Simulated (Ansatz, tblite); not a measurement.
Forces on Li₁₄⁺ at its PBE/def2-SVP geometry. Total charge 1; doublet.

The xTB rows come from tblite. Another isomer (doublet) lies 0.05 eV lower at PBE0/def2-TZVP; other spin states weren't run for this one.

GFN1-xTB (tblite), largest force 0.50 eV/Å:

```xyz
14
positions Å, forces eV/Å
Li    2.512   -1.779   -2.514   -0.194    0.224    0.004
Li    0.385    2.477   -0.263    0.056   -0.087    0.046
Li    2.947    0.693   -0.742   -0.104   -0.102   -0.157
Li   -3.384    0.170    1.695    0.276    0.017    0.088
Li   -1.596   -2.036    0.094   -0.054    0.115    0.019
Li   -0.902   -0.888    3.434   -0.060    0.229   -0.102
Li   -1.303    2.250    3.030    0.041   -0.287   -0.075
Li   -0.621   -1.768   -3.300    0.206    0.176    0.107
Li    1.494    1.083    2.518   -0.214   -0.024    0.032
Li    1.534   -1.702    1.032    0.004    0.110   -0.019
Li    0.538   -0.411   -1.198    0.190   -0.122   -0.446
Li   -0.696    0.358    1.133   -0.244    0.101    0.426
Li   -1.997    0.603   -1.547    0.054   -0.116   -0.020
Li    1.089    0.950   -3.373    0.042   -0.235    0.098
```

PBE/def2-TZVP (Ansatz), largest force 0.07 eV/Å:

```
Li -0.028 0.022 0.019
Li -0.015 -0.053 0.010
Li -0.043 -0.024 -0.011
Li 0.049 0.001 -0.004
Li 0.037 0.054 0.008
Li -0.003 0.017 -0.032
Li 0.013 -0.031 -0.034
Li 0.024 0.028 0.036
Li -0.045 -0.011 -0.022
Li -0.032 0.034 -0.031
Li -0.002 0.011 -0.006
Li 0.002 -0.011 0.008
Li 0.056 -0.015 0.031
Li -0.011 -0.022 0.028
```
